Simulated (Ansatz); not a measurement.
Stepwise reaction of `[O]=[Nb]([OH])([OH])[F]` with ammonia, as a gas-phase model of exchange steps in deposition or etching. ΔE in kJ/mol; ΔG adds harmonic PBE0-D4 terms to CCSD(T)/CBS, at 1 bar.

Computed with Ansatz on PBE0-D4/def2-TZVP structures; ΔE is electronic, products minus reactants. CBS: MP2 limit from def2 TZ/QZ plus the TZ coupled-cluster correction, frozen cores. This one scheme is used for every species. DFT in def2-TZVPP. B3LYP here is the variant with VWN-RPA as its local correlation; programs differ in this. def2 core potentials past Kr. For Nb outer-core shells are correlated without core-valence functions, which leaves a few kJ/mol of doubt a bond. Each species was taken in one conformer, which may not be the lowest.

| step | reaction | PBE-D4 | B3LYP-D4 | ωB97M-V | CCSD(T)/CBS | ΔG(500 K) |
| --- | --- | --- | --- | --- | --- | --- |
| 1 | `[O]=[Nb]([OH])([OH])[F]` + NH₃ → `[NH2][Nb](=[O])([OH])[F]` + H₂O | 46.0 | 46.9 | 47.4 | 41.4 | 38.9 |

**Question.** Give the row of step 2, `[NH2][Nb](=[O])([OH])[F]` + NH₃ → `[NH2][Nb]([NH2])(=[O])[F]` + H₂O. (Estimate.)

**Answer.** Ansatz gave: 
```json
{"step": "2", "reaction": "`[NH2][Nb](=[O])([OH])[F]` + NH₃ → `[NH2][Nb]([NH2])(=[O])[F]` + H₂O", "PBE-D4": "48.9", "B3LYP-D4": "50.4", "ωB97M-V": "51.2", "CCSD(T)/CBS": "45.1", "ΔG(500 K)": "42.1"}
```

**Question.** By hand: ΔE of the 2 steps together at CCSD(T)/CBS.

**Answer.** (41.4) + (45.1) = 86.5 kJ/mol, or 43.2 kJ/mol a step.

In ΔE the steps differ by no more than 3.7 kJ/mol. All are uphill at CCSD(T)/CBS. ΔG lies between 38.9 and 42.1 kJ/mol a step. PBE-D4 differs from CCSD(T)/CBS by 3.8 to 4.6 kJ/mol a step. Isolated molecules leave out the surface, adducts and barriers. Largest T1 diagnostic: 0.022.
